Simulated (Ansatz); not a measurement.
# A geometry optimisation of BFH2SSe with B3LYP-D3(BJ)/def2-SVP

The starting geometry of this gas-phase singlet was optimised with GFN2-xTB.

```xyz
6

B    -2.0210    1.3099    1.1910
F    -1.7727    1.8042    2.3957
S    -1.1585   -0.2579    0.6890
Se   -0.1319    1.5001   -0.0540
H    -2.9375    1.7175    0.5893
H     0.7504    1.7950    1.0936
```

Problem. Predict what it relaxes into with B3LYP-D3(BJ)/def2-SVP.

Solution. A bond breaks, leaving `FBS[SeH]`. Contacts that open: B1–Se4 (2.27 → 3.16 Å).

The energy falls by 0.46 eV over 28 steps:

```csv
step,E − E(last) (eV)
1,0.457
4,0.325
7,0.309
10,0.308
13,0.307
16,0.246
19,0.091
22,0.002
25,0.000
28,0.000
```

Final geometry (Å):

```xyz
6

B    -2.2426    1.3150    1.5220
F    -3.0741    1.0209    2.5096
S    -0.8245    0.2083    1.2937
Se    0.1742    1.1202   -0.5108
H    -2.4428    2.2731    0.8250
H     1.1385    1.9314    0.2650
```

Frequencies at the end are all real (lowest 127 cm⁻¹). Run with Ansatz 0.2.0, 3.2 min on 2 threads of Intel(R) Xeon(R) Processor @ 2.50GHz (Skylake/Cascade Lake), on a shared host.
